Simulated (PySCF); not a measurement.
**Electron correlation in Sn (tin, neutral)**

[Kr] 4d10 5s1 5p2 6s1, high-spin 5P determinant (an excited configuration). Computed with PySCF 2.14 in aug-cc-pVTZ-PP with ECP28MDF (6s5p4d2f, 55 functions), with scalar relativity through the core potential. Frozen: 4s2 4p6 4d10; 4 electrons correlated.

```json
{"level": "CCSD", "correlation energy (mhartree)": "-18.78"}
{"level": "(T)", "correlation energy (mhartree)": "-0.33"}
{"level": "CCSD(T)", "correlation energy (mhartree)": "-19.11"}
```

Diagnostics: T1 = 0.012, D1 = 0.0334, largest double amplitude 0.037.

Is a single reference adequate?

Yes, within this model without spin-orbit coupling: T1 lies below 0.03 and no double amplitude reaches 0.07.
